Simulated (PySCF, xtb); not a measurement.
C3H12Si3, SMILES C1[SiH2]C[SiH2]C[SiH2]1.

GFN2-xTB run with xtb at its own geometry gives an orbital gap of 5.41 eV and a dipole moment of 0.59 D.

Geometry: PBE0-D3(BJ)/def2-SVP. One conformer was computed; it need not be the lowest.

Task: What does PBE0/def2-TZVP (PySCF) give? (Estimate from the structure and the level; the computed values follow.)

Result: gap 8.65 eV (levels -8.19 and 0.46 eV), dipole 1.27 D.
